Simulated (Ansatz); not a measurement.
Species: CH2S (charge 0, singlet). 
Structure (B3LYP-D3(BJ)/def2-TZVP (Ansatz, a quantum-chemistry and plane-wave program) minimum search):
```
C
H 1 1.0888
H 1 1.0888 2 115.51
S 1 1.6055 2 122.25 3 -180.00
```
Charge 0, spin multiplicity 1.

Wanted: atomisation energy (electronic, to ground-state atoms), in eV. Correlated levels leave the core frozen unless marked. UHF or UKS for open shells. No spin-orbit coupling. Non-relativistic. The coupled-cluster limit lacks core correlation, which all-electron functionals hold. Basis-set limits of correlation are two-point, X^-3; Hartree-Fock from the larger set.

The Hartree-Fock reference is unstable (checked in the largest basis), which strains HF and MP2. 

```json
[
 {"level": "BLYP/def2-TZVPD", "program": "Ansatz", "atomisation energy (eV)": "[?]"},
 {"level": "B3LYP-D4/def2-TZVPD", "program": "Ansatz + dftd4", "atomisation energy (eV)": "[?]"},
 {"level": "PBE0-D3(BJ)/def2-TZVPD", "program": "Ansatz + dftd3", "atomisation energy (eV)": "14.10"},
 {"level": "PBE-QIDH/def2-TZVPD", "program": "Ansatz", "atomisation energy (eV)": "13.87"},
 {"level": "CCSD(T)/CBS(aug-cc-pV(T+d)Z,aug-cc-pV(Q+d)Z)", "program": "Ansatz", "atomisation energy (eV)": "14.10"}
]
```

Question: What belongs in the gaps?

Answer: 
- BLYP/def2-TZVPD, atomisation energy (eV): 14.04
- B3LYP-D4/def2-TZVPD, atomisation energy (eV): 14.06
